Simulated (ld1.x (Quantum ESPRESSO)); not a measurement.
**Which change was made? (He, ultrasoft)**

| Quantity | Value |
| --- | --- |
| Element | He (Z = 2) |
| Generator | ld1.x (Quantum ESPRESSO) 7.5 |
| Type | ultrasoft |
| Functional | LDA (PZ) |
| Relativity | scalar-relativistic |
| Frozen core | none |
| Valence charge | 2 |
| Reference configuration | 1s2 |
| Partial waves | 1s (bound): rcut 0.60, rcutus 0.75 bohr; 1s channel at 2.2 Ry: rcut 0.60, rcutus 0.75 bohr; 2p channel at 0.25 Ry: rcut 0.65, rcutus 0.85 bohr; 2p channel at 1 Ry: rcut 0.65, rcutus 0.85 bohr |
| Local potential | all-electron potential smoothed inside 0.80 bohr (lloc = -1) |
| Core correction | none |
| Augmentation charge | PSQ, radius 0.55 bohr |

Cutoffs, loose and tight: the cutoffs (Ry, on a coarse ladder) from which the occupation-weighted sum of valence levels, in a spherical-Bessel basis at the reference potential, stays within 10 and 1 mRy of its value at 400 Ry. They do not see the model core or the augmentation charge, which bear on the density cutoff. Test errors are all-electron minus pseudo excitation energies from the reference, over the configurations 1s1; 1s1.5 (two spin-polarised tests are not counted in the largest error); variants that change the core or the reference have their own tests.

The base gives: outcome: generated; cutoff, loose: 60 Ry; cutoff, tight: 90 Ry; bound ghosts: none; largest test error (meV): +10.

Question: After one change the result is: outcome: generated; cutoff, loose: 70 Ry; cutoff, tight: 90 Ry; bound ghosts: none; largest test error (meV): +6.8. Which change was it?
A. all radii scaled by about 0.96 (s 0.72, p 0.82 bohr, rcut 0.58/0.62); local potential all-electron potential smoothed inside 0.76 bohr (lloc = -1); augmentation PSQ, radius 0.52 bohr
B. all radii scaled by about 1.36 (s 1.02, p 1.16 bohr, rcut 0.82/0.88); local potential all-electron potential smoothed inside 1.08 bohr (lloc = -1); augmentation PSQ, radius 0.74 bohr
C. all radii scaled by about 0.87 (s 0.66, p 0.74 bohr, rcut 0.52/0.56); local potential all-electron potential smoothed inside 0.70 bohr (lloc = -1); augmentation PSQ, radius 0.48 bohr

Answer: A. The others give: all radii scaled by about 0.87 (s 0.66, p 0.74 bohr, rcut 0.52/0.56); local potential all-electron potential smoothed inside 0.70 bohr (lloc = -1); augmentation PSQ, radius 0.48 bohr → outcome: generated; cutoff, loose: 80 Ry; cutoff, tight: 110 Ry; bound ghosts: none; largest test error (meV): +14 | all radii scaled by about 1.36 (s 1.02, p 1.16 bohr, rcut 0.82/0.88); local potential all-electron potential smoothed inside 1.08 bohr (lloc = -1); augmentation PSQ, radius 0.74 bohr → outcome: generated; cutoff, loose: 35 Ry; cutoff, tight: 50 Ry; bound ghosts: none; largest test error (meV): +24.
